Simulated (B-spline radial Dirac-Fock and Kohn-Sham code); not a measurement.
# Form factor and incoherent scattering function of Os³⁴⁺

System: the Os³⁴⁺ ion in the configuration 1s2 2s2 2p6 3s2 3p6 3d10 4s2 4p6 4d6.

Input file task.json (cfg lists n, l and occupation; rrms is the nuclear radius in fm):

```json
{"items": [{
  "Z": 76,
  "q": 34,
  "cfg": [[1, 0, 2], [2, 0, 2], [2, 1, 6], [3, 0, 2], [3, 1, 6], [3, 2, 10], [4, 0, 2], [4, 1, 6], [4, 2, 6]],
  "A": 192,
  "rrms": 5.4126,
  "do": ["scatter"],
  "s": [0.0, 0.05, 0.1, 0.15, 0.2, 0.25, 0.3, 0.35, 0.4, 0.45, 0.5, 0.6, 0.7, 0.8, 0.9, 1.0, 1.1, 1.2, 1.4, 1.6, 1.8, 2.0, 2.5, 3.0, 3.5, 4.0, 5.0, 6.0],
  "pz": [0, 0.1, 0.2, 0.3, 0.4, 0.5, 0.6, 0.8, 1.0, 1.2, 1.4, 1.6, 1.8, 2.0, 2.5, 3.0, 4.0, 5.0, 7.0, 10.0, 15.0, 20.0, 30.0, 40.0, 60.0, 100.0],
  "hv_scatter": [1000, 5000, 10000, 17479.3, 30000, 50000, 100000, 500000]
}]}
```

Command: `python xray_run.py task.json out`

Model: relativistic Hartree-Fock (Dirac-Fock) wave functions, averaged over the configuration. Program: a radial B-spline solver. f₀ is the Fourier transform of the spherical electron density, S the Waller-Hartree incoherent function, and s = sin θ/λ.

```tsv
s (Å⁻¹)	f₀	S
0	42.000	0.000
0.05	41.937	0.055
0.1	41.747	0.217
0.15	41.434	0.483
0.2	41.003	0.847
0.25	40.461	1.300
0.3	39.814	1.832
0.35	39.072	2.433
0.4	38.246	3.090
0.45	37.347	3.793
0.5	36.387	4.530
0.6	34.331	6.063
0.7	32.173	7.621
0.8	30.000	9.153
0.9	27.889	10.631
1	25.895	12.042
1.1	24.060	13.383
1.2	22.404	14.657
1.4	19.641	17.009
1.6	17.522	19.108
1.8	15.873	20.956
2	14.514	22.567
2.5	11.660	25.798
3	9.214	28.311
3.5	7.329	30.363
4	6.072	32.057
5	4.786	34.639
6	4.049	36.466
```

f₀ starts at the number of electrons, 42, and has fallen to half at s ≈ 1.30 Å⁻¹. The sum of ⟨r²⟩ over the electrons is 3.450 bohr².

Values without a named source are computed, but for edge energies of neutral atoms, which are taken from tables.
